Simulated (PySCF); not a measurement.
Gas-phase reaction: SnH₄ + 4 Br₂ ⇌ SnBr₄ + 4 HBr

Computed with PySCF and rigid-rotor harmonic-oscillator thermochemistry at 1 bar. † marks an energy on the PBE0/def2-TZVP geometry and frequencies; other levels use their own. MP2 freezes the core. All species are closed-shell singlets. Sn: scalar-relativistic def2 core potential, no spin-orbit coupling. Br: all electrons, no relativistic terms. MP2 isn't extrapolated to the basis-set limit; its ΔH°(298 K) is -862.0 kJ in def2-SVP and -825.4 kJ in def2-TZVPP. The harmonic model lacks anharmonicity and excited electronic states, which grow with temperature; levels with a mode under 35 cm⁻¹ are left out. Soft modes under 120 cm⁻¹ make the harmonic entropy rough for SnBr₄.

```
level               ΔE electronic, kJ  ΔH°(298 K), kJ  ΔS°(298 K), J/K  ΔG°(800 K), kJ
------------------  -----------------  --------------  ---------------  --------------
HF/def2-TZVP†                    -799            -793                0            -798
M06-2X/def2-TZVP†                -787            -781                0            -786
MP2/def2-SVP†                    -868            -862                0            -866
MP2/def2-TZVPP†                  -831            -825                0            -830
PBE/def2-SVP                     -722            -715                0            -719
PBE0/def2-QZVP†                  -739            -733                0            -738
PBE0/def2-TZVP                   -741            -735                0            -740
r2SCAN/def2-TZVP†                -768            -762                0            -766
ωB97X-V/def2-TZVP†               -754            -748                0            -753
```
ΔH° is lowest at MP2/def2-SVP† and highest at PBE/def2-SVP. No reference value is set beside these.
